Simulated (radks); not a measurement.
Values are calculated unless marked as measured or tabulated.
Effect of the nuclear size on neutral barium, [Xe] 6s2. Code: a radial shooting solver on a logarithmic mesh with Libxc functionals. Model: Dirac Kohn-Sham, PBE, spin-unpolarised, spherical densities, finite nucleus; Fermi nuclear charge, rms radius 4.8378 fm. The rms radius is varied about that value; shifts are against it.

\begin{tabular}{lrrrrrrr}
rms radius (fm) & total energy shift (eV) & density at nucleus (e/bohr^3) & 1s1/2 shift (meV) & 2s1/2 shift (meV) & 4p1/2 shift (meV) & 5s1/2 shift (meV) & 5p1/2 shift (meV) \\ \hline
4.025 & -2.59 & 3.344e+05 & -1080 & -130 & 0.509 & -0.791 & 0.201 \\
4.383 & -1.50 & 3.29e+05 & -625 & -75.0 & 0.294 & -0.457 & 0.116 \\
4.8378 & 0 & 3.228e+05 & 0.000 & 0.000 & 0.000 & 0.000 & 0.000 \\
5.1184 & 0.985 & 3.193e+05 & 410 & 49.3 & -0.193 & 0.300 & -0.076 \\
5.3651 & 1.89 & 3.164e+05 & 786 & 94.4 & -0.370 & 0.575 & -0.146 \\
\end{tabular}

Slopes of the eigenvalues against <r^2> in GHz/fm^2, as finite differences over the two radii next to the reference (eigenvalue slopes, not the field-shift constants of lines): 1s1/2 35800, 2s1/2 4300, 4p1/2 -16.9, 5s1/2 26.2, 5p1/2 -6.66.
